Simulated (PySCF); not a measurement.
BaF, SMILES [F][Ba+], charge +1. Atoms are numbered in the order given.

```xyz
2

Ba     0.0000     0.0000    -0.2885
F      0.0000     0.0000     1.7951
```
Charge +1, spin multiplicity 1.

Geometry optimised at PBE0-D3(BJ)/def2-TZVPD. The multiplicity is an assumed one; other spin states were not compared. The def2 effective core potentials stand for the cores of Ba; spin–orbit coupling is left out.

Level of theory: M06-2X/def2-TZVPD in PySCF.

Mulliken values depend strongly on the basis, most of all with diffuse functions as here. ESP charges are fitted to the potential on shells at 1.4 to 2.0 van der Waals radii. Atomic charges (e):

```tsv
atom	ESP fit	Mulliken
Ba1	(withheld)	1.72
F2	(withheld)	-0.72
```

Complete the blanks. (The exact figures need the calculation; the answer reports its results.)


- Ba1, ESP fit: 1.54
- F2, ESP fit: -0.54
